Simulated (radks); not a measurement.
Question: The tellurium anion Te2-, [Xe], held by a Watson sphere: a shell of charge +2 at radius R that stands for the Madelung well of a crystal (potential energy -2/R inside, -2/r outside, in hartree with lengths in bohr). Method: scalar-relativistic Kohn-Sham, PBE, spin-polarised, spherical densities, finite nucleus; Fermi nuclear charge, rms radius of each element as measured or else 0.836 A^(1/3) + 0.57 fm; computed with a radial shooting solver on a logarithmic mesh with Libxc functionals. Response by self-consistent Sternheimer equations with the Hartree and adiabatic LDA kernel, the relativistic mass of each level held fixed and spin-orbit coupling left out. The sphere does not respond.

| R (bohr) | e(4d) (eV) | e(5s) (eV) | e(5p) (eV) | <r> 5p (bohr) | sum of <r^2> (bohr^2) | X-ray form factor at sin(theta)/lambda = 0.3 1/angstrom | alpha (bohr^3) |
|---|---|---|---|---|---|---|---|
| 2.42 | -41.056 | -16.380 | -7.395 | 2.607 | 76.10 | 35.906 | 41.56 |
| 3.52 | -39.485 | -14.113 | -5.841 | 2.882 | 87.93 | 36.016 | 68.96 |
| 3.89 | -39.121 | -13.528 | -5.318 | 2.961 | 91.66 | 36.038 | 82.00 |
| 4.99 | -38.147 | -12.168 | -3.968 | 3.156 | 101.8 | 36.063 | 134.2 |
| 5.23 | -37.957 | -11.931 | -3.718 | 3.192 | 103.9 | 36.065 | 148.9 |
| 5.25 | -37.941 | -11.912 | -3.697 | 3.195 | 104.1 | 36.065 | 150.1 |

Estimate the row for R = 4.09 bohr.

Answer: e(4d) (eV) -38.932; e(5s) (eV) -13.242; e(5p) (eV) -5.048; <r> 5p (bohr) 3.001; sum of <r^2> (bohr^2) 93.60; X-ray form factor at sin(theta)/lambda = 0.3 1/angstrom 36.047; alpha (bohr^3) 89.91.
